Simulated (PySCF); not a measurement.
**Electronic absorption of C6H11B**

C6H11B.
Cartesian coordinates in Å at the PBE0-D3(BJ)/def2-SVP level; atoms count from 1:
```
atom  x, y, z in Å
B1     2.2830    0.5903   -0.2250
C2     0.8565    0.4213   -0.7968
C3    -0.0882    1.5795   -0.6979
C4    -1.4191    1.4413   -0.6514
C5    -2.1175    0.1195   -0.7726
C6    -1.1937   -0.9640   -1.3186
C7     0.1612   -0.9297   -0.6222
H8     2.7562    1.6947   -0.0728
H9     2.9844   -0.3831   -0.0596
H10    1.3111    0.4559   -1.8384
H11    0.3526    2.5800   -0.6326
H12   -2.0417    2.3334   -0.5231
H13   -2.5152   -0.1794    0.2162
H14   -3.0052    0.2290   -1.4185
H15   -1.0462   -0.8013   -2.4010
H16   -1.6606   -1.9557   -1.2108
H17    0.0138   -1.1111    0.4572
H18    0.8133   -1.7397   -0.9832
```

The calculation used TDDFT wB97X-D/def2-SVPD, vertical, gas phase, core orbitals frozen in the response (PySCF).

What does the calculation give for the low-lying excited states?

```csv
state,E (eV),E (kJ/mol),λ (nm),f,"main configurations (H = HOMO, L = LUMO)"
S1,5.26,508,235.6,0.029,H→L (88%)
S2,6.18,597,200.5,0.0025,"H-1→L (58%), H-4→L (32%)"
S3,6.57,634,188.7,0.107,"H→L+1 (53%), H-2→L (18%), H-4→L (11%)"
S4,6.73,649,184.2,0.104,"H-2→L (33%), H→L+1 (30%), H-4→L (12%)"
S5,7.10,685,174.7,0.153,"H→L+2 (60%), H→L+3 (24%)"
S6,7.50,724,165.3,0.0021,"H-4→L (28%), H-1→L (27%), H-2→L (27%)"
S7,7.69,742,161.3,0.0085,"H→L+3 (32%), H→L+5 (26%), H→L+2 (13%)"
S8,7.71,744,160.7,0.0015,"H-1→L+1 (50%), H-1→L+2 (24%)"
S9,7.89,761,157.1,0.019,"H-3→L (74%), H-6→L (9%), H-4→L (8%)"
S10,7.98,770,155.4,0.041,"H→L+4 (34%), H→L+3 (22%), H→L+7 (14%)"
```

Triplets, Tamm–Dancoff:

| state | E (eV) | λ (nm) | main configurations (H = HOMO, L = LUMO) |
| --- | --- | --- | --- |
| T1 | 4.34 | 285.9 | H→L+1 (42%), H→L+2 (42%) |
| T2 | 4.89 | 253.3 | H→L (76%), H-2→L (9%) |
| T3 | 5.67 | 218.7 | H-4→L (48%), H-1→L (41%) |
| T4 | 6.39 | 194.2 | H-2→L (41%), H→L (17%), H-4→L (14%) |

The lowest singlet comes at 236 nm (508 kJ/mol) in the ultraviolet; it is weak; its leading configuration is HOMO→LUMO (88%). The strongest level in the table is S5 at 7.10 eV (175 nm, f = 0.153). Löwdin shares by element: HOMO carbon 79% or more (atoms not listed hold the other 21%); LUMO boron 52%, hydrogen 21% or more, carbon 13% or more. The listed states span 2.72 eV, and the widest gap between neighbours is 0.92 eV (S1 to S2). The oscillator strengths of these states sum to 0.468; summed over the whole spectrum of an exact calculation they would give the number of electrons, 52 (Thomas–Reiche–Kuhn). Orbital energies (eV): HOMO-3 -11.07, HOMO-2 -10.66, HOMO-1 -10.38, HOMO -8.64, LUMO 0.85, LUMO+1 1.92, LUMO+2 2.51. All these states lie below the vertical ionisation energy of 8.81 eV (ΔSCF). Only the lowest 10 singlets were computed, as vertical energies without vibronic structure.

One conformer stands for the species.
